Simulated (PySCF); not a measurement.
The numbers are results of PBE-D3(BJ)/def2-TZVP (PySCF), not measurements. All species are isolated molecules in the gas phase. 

Reference species (SMILES): `[SiH](F)(F)F` (neutral, multiplicity 1).

* **LUMO**: 0.04 eV
* **HOMO–LUMO gap**: 9.62 eV

Changed species: `F[Si](F)(F)Br` (X = bromo; the reference has X = H).

### Question
Predict the effect on the LUMO and HOMO–LUMO gap.

### Answer
the LUMO falls by 1.37 eV, to -1.33 eV; the HOMO–LUMO gap falls by 2.72 eV, to 6.90 eV.
